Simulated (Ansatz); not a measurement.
Cost and result for the atomization energy of `CO[SiH](O)[GeH2][OH]` (14 atoms, 13 bonds).

```xyz
14

C    -0.380    1.824    1.074
O    -0.470    0.447    1.385
Si   -0.827   -0.704    0.278
O    -1.096   -2.123    1.051
Ge    1.026   -1.101   -1.169
O     1.484    0.572   -1.651
H     0.450    2.021    0.389
H    -0.212    2.368    2.005
H    -1.307    2.190    0.618
H    -2.029   -0.254   -0.486
H    -1.801   -2.155    1.700
H     0.700   -1.909   -2.448
H     2.240   -1.769   -0.485
H     2.222    0.592   -2.263
```

Total charge 0; spin multiplicity 1. Correlated methods include outer-core shells of Ge, which these sets cover unevenly. Scalar relativity is left out up to krypton. The geometry is a stationary point of PBE0-D4/def2-TZVP. It is one conformer, not always the lowest. Program: Ansatz. All runs use 2 threads of an AMD EPYC 7R13 on a shared host and a share of an NVIDIA H100 80 GB. Times are those of one run each, without the atoms' runs, and a repeat can differ threefold. Electronic energies, without spin–orbit coupling; frozen cores. CCSD(T)/CBS adds CCSD(T) − MP2 in def2-TZVPP to the MP2 limit, and its time is that of the two runs behind it. T1 = 0.012. With those shells the extrapolation isn't a true limit. B3LYP takes the VWN-RPA correlation (the form of Gaussian; ORCA's B3LYP/G).

CCSD(T)/CBS is a level of theory with its own doubt, some kJ/mol a heavy atom from the limit and from the frozen cores, so smaller differences don't rank the functionals.

```
                             level  functions  wall time
r2SCAN-D4/def2-TZVPP (with forces)        326      8.5 s
                PBE0-D4/def2-TZVPP        326        9 s
                 B2PLYP/def2-TZVPP        326      9.5 s
 B3LYP-D4/def2-TZVPP (with forces)        326       10 s
   PBE-D4/def2-TZVPP (with forces)        326       10 s
  ωB97M-V/def2-TZVPP (with forces)        326       11 s
                    MP2/def2-QZVPP        627       13 s
                CCSD(T)/def2-TZVPP        326       15 s
                ωB97X-V/def2-TZVPP        326       17 s
                 CCSD(T)/CBS(def2)          –       28 s
```

Problem. What atomization energy does each give, and how far from CCSD(T)/CBS? (Estimate.)

Solution. The calculation gave: 
| level | atomization (kJ/mol) | difference from CCSD(T)/CBS | per bond |
| --- | --- | --- | --- |
| r2SCAN-D4/def2-TZVPP (with forces) | 4996.0 | -22.9 | -1.8 |
| PBE0-D4/def2-TZVPP | 4939.3 | -79.6 | -6.1 |
| B2PLYP/def2-TZVPP | 4927.8 | -91.1 | -7.0 |
| B3LYP-D4/def2-TZVPP (with forces) | 4968.5 | -50.4 | -3.9 |
| PBE-D4/def2-TZVPP (with forces) | 5037.3 | 18.4 | 1.4 |
| ωB97M-V/def2-TZVPP (with forces) | 4990.6 | -28.3 | -2.2 |
| MP2/def2-QZVPP | 5045.2 | 26.3 | 2.0 |
| CCSD(T)/def2-TZVPP | 4882.0 | -136.9 | -10.5 |
| ωB97X-V/def2-TZVPP | 5011.5 | -7.4 | -0.6 |
| CCSD(T)/CBS(def2) | 5018.9 | 0.0 | 0.0 |

From PBE to PBE0 (25 % exact exchange), in def2-TZVPP and without D4, the atomization energy moves by −93.7 kJ/mol: exact exchange takes away binding that semilocal exchange gives to molecules. In def2-TZVPP, CCSD(T) changes the Hartree–Fock value by +1339.7 kJ/mol (the triples alone add +72.7 kJ/mol) and MP2 by +1421.5 kJ/mol; breaking electron pairs costs correlation energy, which Hartree–Fock lacks. The D4 term adds +49.7 kJ/mol with B3LYP and +26.6 kJ/mol with PBE0; it sums over pairs of atoms, weighted by their polarisabilities, and B3LYP, whose exchange is more repulsive, gets the larger term.
